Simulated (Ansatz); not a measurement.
Mulliken charges of Cl2FGeI (`[F][Ge]([Cl])([Cl])[I]`) from ωB97M-V/def2-TZVPP in Ansatz (PBE0-D4/def2-TZVP geometry).

| atom | x (Å) | y (Å) | z (Å) | charge (e) |
| --- | --- | --- | --- | --- |
| F1 | -0.396 | -0.050 | 1.717 | -0.332 |
| Ge2 | -0.007 | -0.060 | 0.045 | 0.834 |
| Cl3 | 1.716 | -1.270 | -0.167 | -0.199 |
| Cl4 | -1.644 | -0.957 | -0.951 | -0.199 |
| I5 | 0.380 | 2.263 | -0.685 | -0.103 |

Question: By hand: the dipole of these point charges (1 e Å = 4.8032 D).

Answer: Σ q r = (0.072, 0.177, -0.239) e Å, of length 0.306 e Å = 1.47 D.

Question: How does the dipole of the full density compare? (Estimate.)

Answer: Ansatz gave: (0.075, 0.212, -0.239) e Å, 1.58 D; the point charges give 0.93 times that, at 5° from its direction.

Point charges leave out the atoms' own dipoles, such as those of lone pairs, and Mulliken's split depends on the basis, so the close match here is no proof of good charges.
